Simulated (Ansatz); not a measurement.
Reaction (SMILES): CCCCCO → CCCC[CH]O + H atom (the C-H bond at the site shown breaks; other sites are not compared here)
Each molecule is optimised on its own at B3LYP-D3(BJ)/def2-TZVP (Ansatz, a quantum-chemistry and plane-wave program), one conformer each, not searched for the lowest.
Geometry of the first species:
```xyz
18

C      3.1696     0.1734    -0.0486
C      1.8376    -0.4025     0.4226
C      0.6313     0.2773    -0.2210
C     -0.7058    -0.2897     0.2493
C     -1.8992     0.3886    -0.4067
O     -3.1510    -0.0949     0.0705
H      3.2835     0.0664    -1.1301
H      4.0135    -0.3303     0.4262
H      3.2423     1.2380     0.1865
H      1.7625    -0.3112     1.5108
H      1.8039    -1.4750     0.2047
H      0.7056     0.1855    -1.3105
H      0.6658     1.3508    -0.0042
H     -0.7973    -0.1865     1.3345
H     -0.7410    -1.3645     0.0324
H     -1.8353     0.2869    -1.4983
H     -1.8963     1.4565    -0.1801
H     -3.2005    -1.0400    -0.1091
```
Charge 0, spin multiplicity 1.

Wanted: bond dissociation energy (electronic energy difference), in kcal/mol. Valence correlation only, unless marked. UHF or UKS for open shells. Spin-orbit coupling is left out. Non-relativistic. CBS marks a two-point X^-3 extrapolation of the correlation energy; Hartree-Fock from the larger set. [CCSD(T)-MP2]/basis is that difference in the basis named.

| level | program | bond dissociation energy (kcal/mol) |
|---|---|---|
| PBE/def2-TZVPD | Ansatz | 96.1 |
| revPBE-D3(BJ)/def2-TZVPD | Ansatz + dftd3 | ? |
| B97M-V/def2-TZVPD | Ansatz | 99.7 |
| CAM-B3LYP/def2-TZVPD | Ansatz | 99.5 |
| PBE-QIDH/def2-TZVPD | Ansatz | ? |
| RI-MP2/CBS(cc-pVTZ,cc-pVQZ)+[CCSD(T)-MP2]/cc-pVTZ | Ansatz | ? |

### Question
Complete the blanks.

### Answer

- revPBE-D3(BJ)/def2-TZVPD, bond dissociation energy (kcal/mol): 95.3
- PBE-QIDH/def2-TZVPD, bond dissociation energy (kcal/mol): 98.9
- RI-MP2/CBS(cc-pVTZ,cc-pVQZ)+[CCSD(T)-MP2]/cc-pVTZ, bond dissociation energy (kcal/mol): 103.2
